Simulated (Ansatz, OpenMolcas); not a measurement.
**CHF3O3S (SMILES O=S(=O)(O)C(F)(F)F): from total energies to a heat of formation**

The species is CHF3O3S (9 atoms), meant as a singlet with charge 0. As SMILES, `O=S(=O)(O)C(F)(F)F`. The coordinates come from a PBE0-D4/def2-TZVP relaxation. This is one conformer, not always the lowest.

Total energies at HF/3-21G (OpenMolcas 26.06); the atoms run unrestricted:

```tsv
species	state	energy (Eh)
CHF3O3S	singlet	-953.531195
O	triplet	-74.393657
S	triplet	-395.551336
C	triplet	-37.481070
F	doublet	-98.845009
H	doublet	-0.496199
```

Harmonic wavenumbers at PBE0-D4/def2-TZVP, in cm⁻¹: 58, 183, 189, 302, 315, 336, 371, 465, 500, 566, 570, 623, 781, 883, 1131, 1175, 1241, 1262, 1286, 1494, 3792.

Measured heats of formation of the gaseous atoms at 298.15 K, in kJ/mol: O 249.2, S 277.0, C 716.9, F 79.4, H 218.0. Spin-orbit lowering of the atoms at 298 K (mean of the ground term's levels less their thermal mean, from spectra), in kJ/mol: O 0.40, S 1.88, C 0.02, F 1.29. Take 1 Eh = 2625.50 kJ/mol, 1 cm⁻¹ = 0.0119627 kJ/mol, RT = 2.479 kJ/mol.

Task: Work out the heat of formation of the gas at 298 K.

Result: 
1. Electronic atomisation energy: 3 × (-74.393657) + (-395.551336) + (-37.481070) + 3 × (-98.845009) + (-0.496199) − (-953.531195) = 0.286592 Eh = 752.4 kJ/mol.
2. Zero-point energy: half the sum of the wavenumbers, 8761.5 cm⁻¹ = 104.8 kJ/mol.
3. Thermal vibrational enthalpy, Σ hcν̃/(exp(hcν̃/kT) − 1): 12.4 kJ/mol. Translation, rotation and pV of a non-linear molecule: 4 RT = 9.9 kJ/mol.
4. The 9 free atoms carry 5/2 RT each: 55.8 kJ/mol.
5. Spin-orbit coupling lowers the free atoms by 3 × 0.40 + 1.88 + 0.02 + 3 × 1.29 = 7.0 kJ/mol.
6. Atomisation enthalpy at 298 K: 752.4 − 7.0 − 104.8 − 12.4 − 9.9 + 55.8 = 674.1 kJ/mol.
7. Sum of the atoms' heats of formation: 2197.7 kJ/mol. Heat of formation: 2197.7 − 674.1 = +1523.6 kJ/mol.

No measured value is set beside it here. Hartree–Fock leaves out correlation, which is larger in the molecule than in the atoms, so it underbinds and puts the heat of formation too high. Anharmonicity and any spin-orbit splitting of the molecule are left out.
